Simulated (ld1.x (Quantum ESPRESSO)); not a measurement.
Which change was made? (Mo, TM)

* Element: molybdenum
* Generator: ld1.x (Quantum ESPRESSO) 7.5
* Type: norm-conserving Troullier–Martins (Kleinman–Bylander form)
* Functional: PBE
* Relativity: scalar-relativistic
* Frozen core: [Kr]
* Valence charge: 6
* Reference configuration: 4d4 5s0 5p0 (charge +2)
* Partial waves: 5s (bound, empty): rc 2.50 bohr; 5p (bound, empty): rc 2.55 bohr; 4d (bound): rc 1.90 bohr
* Local potential: all-electron potential smoothed inside 1.60 bohr (lloc = -2)
* Core correction: Bessel-smoothed model core inside 2.00 bohr

Cutoffs, loose and tight: the cutoffs (Ry, on a coarse ladder) from which the occupation-weighted sum of valence levels, in a spherical-Bessel basis at the reference potential, stays within 10 and 1 mRy of its value at 400 Ry. They do not see the model core or the augmentation charge, which bear on the density cutoff. Test errors are all-electron minus pseudo excitation energies from the reference, over the configurations 4d5 5s1 5p0; 4d5 5s0 5p0; 4d3 5s0 5p0; 4d5.5 5s0.5 5p0; 4d4 5s1 5p1; 4d2 5s0 5p0; 4d5 5s0.5 5p0; variants that change the core or the reference have their own tests. The largest error is taken over the tests solved by every variant that gives reliable tests at all, those not shown here included: 4d2 5s0 5p0; 4d3 5s0 5p0; 4d5 5s0 5p0; 4d5 5s0.5 5p0; 4d5 5s1 5p0; 4d5.5 5s0.5 5p0.

The base gives: outcome: generated; cutoff, loose: 40 Ry; cutoff, tight: 50 Ry; bound ghosts: s, p; largest test error (meV): -855.

Question: After one change the result is: outcome: generated; cutoff, loose: 40 Ry; cutoff, tight: 50 Ry; bound ghosts: s, p3/2, p1/2; largest test error (meV): -851. Which change was it?
A. core [Ar] 3d10, valence charge 14; reference 4s2 4p6 4d4 5s0 5p0; waves now 4p (bound): rc 1.75 bohr; 4d (bound): rc 2.05 bohr; 4s (bound): rc 1.90 bohr; local potential the s channel; core correction none
B. reference 4d5 5s1 5p0
C. local potential the s channel
D. fully relativistic
E. core [Ar] 3d10, valence charge 14; reference 4s2 4p6 4d5 5s0 5p0; waves now 4p (bound): rc 1.75 bohr; 4d (bound): rc 1.60 bohr; 4s (bound): rc 1.90 bohr; local potential the s channel; core correction Bessel-smoothed model core, default radius (core density twice the valence density)

Answer: D. The others give: local potential the s channel → outcome: generated; cutoff, loose: 40 Ry; cutoff, tight: 50 Ry; bound ghosts: none; largest test error (meV): -1091 | core [Ar] 3d10, valence charge 14; reference 4s2 4p6 4d5 5s0 5p0; waves now 4p (bound): rc 1.75 bohr; 4d (bound): rc 1.60 bohr; 4s (bound): rc 1.90 bohr; local potential the s channel; core correction Bessel-smoothed model core, default radius (core density twice the valence density) → outcome: generated; cutoff, loose: 45 Ry; cutoff, tight: 55 Ry; bound ghosts: none; largest test error (meV): +2503 | reference 4d5 5s1 5p0 → outcome: generated; cutoff, loose: 40 Ry; cutoff, tight: 50 Ry; bound ghosts: s; largest test error (meV): -393 | core [Ar] 3d10, valence charge 14; reference 4s2 4p6 4d4 5s0 5p0; waves now 4p (bound): rc 1.75 bohr; 4d (bound): rc 2.05 bohr; 4s (bound): rc 1.90 bohr; local potential the s channel; core correction none → outcome: generated; cutoff, loose: 40 Ry; cutoff, tight: 55 Ry; bound ghosts: none; largest test error (meV): +3407.
